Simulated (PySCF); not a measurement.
C2H3BrCl2, SMILES CC(Cl)(Cl)Br. Atoms are numbered in the order given.

```xyz
8

C     -0.6984    -1.7886     0.0000
C     -0.4874    -0.2869     0.0000
Cl    -1.2238     0.4446    -1.4643
Cl    -1.2238     0.4446     1.4643
Br     1.4567     0.1085     0.0000
H     -0.2376    -2.2306    -0.9036
H     -0.2376    -2.2306     0.9036
H     -1.7856    -2.0006     0.0000
```
Charge 0, spin multiplicity 1.

Coordinates come from a PBE-D3(BJ)/def2-SVP optimisation.

All values below come from PBE-D3(BJ)/def2-SVP in PySCF.

Frequencies are harmonic and unscaled.

```tsv
mode	ν (cm⁻¹)	IR (km/mol)	moving atoms (share of kinetic energy)
1	194	0.0	Cl 65 %, Br 19 %, C 12 %
2	203	0.0	Cl 61 %, Br 26 %, C 9 %
3	276	2.6	C 33 %, Br 32 %, H 18 %, Cl 17 %
4	304	0.0	H 99 %
5	315	1.5	Cl 62 %, C 27 %
6	328	1.5	Cl 44 %, C 31 %, H 24 %
7	479	15.3	C 55 %, Cl 29 %, H 11 %
8	626	124.9	C 72 %, H 14 %, Cl 13 %
9	669	114.7	C 70 %, Cl 15 %, H 15 %
10	1039	59.5	H 63 %, C 37 %
11	1047	48.7	H 61 %, C 39 %
12	1064	23.6	C 87 %, H 12 %
13	1335	14.0	H 77 %, C 23 %
14	1395	4.5	H 97 %
15	1396	3.5	H 97 %
16	2990	1.4	H 97 %
17	3094	1.3	H 90 %, C 10 %
18	3104	0.8	H 90 %, C 10 %
```
